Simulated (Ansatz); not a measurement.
The multiplicity is imposed and other spin states were not computed.

Cartesian coordinates (Å):
```xyz
5

Cu    -0.0851    -0.1144     0.0072
O     -0.8547    -1.3756     1.2461
H     -0.5577    -1.1933     2.1598
H     -0.5453    -2.2826     1.0513
F      0.6123     1.0187    -1.1121
```
Charge 0, spin multiplicity 1.

Level of theory: frozen-core CCSD(T)/def2-TZVPP // TPSS-D3(BJ)/def2-SVP run with Ansatz (a quantum-chemistry and plane-wave program).

- HF energy: -1814.50368 Ha
- MP2 correlation energy: -1.39640 Ha

### Question
Estimate the CCSD correlation energy, the (T) correction, the total energy and the T1 diagnostic.

### Answer

```json
{
 "CCSD correlation energy": "-1.27944 Ha",
 "(T) correction": "-0.03902 Ha",
 "CCSD(T) total energy": "-1815.82214 Ha",
 "T1 diagnostic": "0.026"
}
```
